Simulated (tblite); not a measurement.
**Question.** Give a GFN2-xTB geometry of `C#C[SiH]CC#N` [radical]. (Doublet state.)

**Answer.** 
```
atom  x, y, z in Å
C1     1.962    1.625   -1.150
C2     1.442    0.848   -0.386
Si3    0.798   -0.471    0.698
C4    -0.871   -1.156    0.034
C5    -1.883   -0.202    0.355
N6    -2.651    0.594    0.653
H7     2.382    2.339   -1.799
H8     0.781   -0.169    2.122
H9    -0.829   -1.292   -1.047
H10   -1.124   -2.112    0.497
```

Orientation and origin are arbitrary. Atoms count from 1 in this order. Si3 (silicon bonded to 2 C and H) is pyramidal (angles 115.8°, 113.7° and 111.1°, sum 340.6°, 0.44 Å off the plane of its three neighbours). The 2 C–C bonds span 1.208 Å (C1≡C2, drawn triple) to 1.427 Å (C4–C5, drawn single), a spread of 0.219 Å. The 2 C–Si bonds span 1.824 Å (C2–Si3, drawn single) to 1.923 Å (Si3–C4, drawn single), a spread of 0.099 Å.

Bonds between heavy atoms (Å): C1≡C2 1.208, C2–Si3 1.824, Si3–C4 1.923, C4–C5 1.427, C5≡N6 1.146.

Computed geometry: GFN2-xTB, gas phase. This method treats the open shell by occupation alone, without spin polarisation.

Point group: C1 (no symmetry element, even within 0.4 Å). Its GFN2-xTB frequencies are all real (lowest 36 cm⁻¹). Torsions: C2–Si3–C4–C5 -77°. 3 starts were optimised and ended at 0.00, 0.72 and 0.81 kcal/mol (GFN2-xTB); the lowest of these is shown.

One conformer stands for the species.
